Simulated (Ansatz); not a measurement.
Ideal-gas functions of `C[S][AlH][F]` at 400 K and 1 bar, from an Ansatz frequency run at PBE0-D4/def2-TZVP.

Molar mass 94.09 g/mol, point group Cs (symmetry number 1), electronic degeneracy 1, moments of inertia 37.741, 227.75, 262.304 u Å². Harmonic wavenumbers (cm⁻¹, unscaled): 83, 119, 142, 226, 471, 516, 652, 722, 852, 976, 985, 1355, 1468, 1479, 1971, 3064, 3152, 3166.

Use S(trans) = R[1.5 ln M + 2.5 ln T − 1.1517]; rotational temperatures θ = 24.2544 K / I; S(rot) = R[ln(√π/σ · √(T³/θAθBθC)) + 1.5]; for each mode x = 1.438777 ν̃/T, S = R[x/(eˣ − 1) − ln(1 − e⁻ˣ)] and H = RT x/(eˣ − 1); 1 cm⁻¹ = 0.0119627 kJ/mol; R = 8.31446 J/(mol·K).

Problem. By hand: the entropy, in J/(mol·K).

Solution. Translation 171.6. Rotation: θ = 0.6427, 0.1065, 0.0925 K, giving 113.0. Vibration, mode by mode: 18.40, 15.43, 13.99, 10.26, 4.86, 4.27, 2.90, 2.38, 1.64, 1.15, 1.12, 0.38, 0.27, 0.26, 0.06, 0.00, 0.00, 0.00, in all 77.4. Electronic 0.0. Sum 362.0 J/(mol·K).

Problem. By hand: H − E and G − E in kJ/mol, counted from the electronic energy.

Solution. Zero-point energy ½ × 21399 × 0.0119627 = 128.0; thermal vibration 15.7; translation, rotation and pV give 4 RT = 13.3. H − E = 157.0 kJ/mol, and G − E = 157.0 − 400 × 362.0/1000 = 12.2 kJ/mol.

Vibration gives 21 % of the entropy, 47.8 J/(mol·K) of it from the modes under 150 cm⁻¹: soft modes count most, and the harmonic formula is weakest for them. The sum counts one conformer and one mirror image; others add a mixing term.
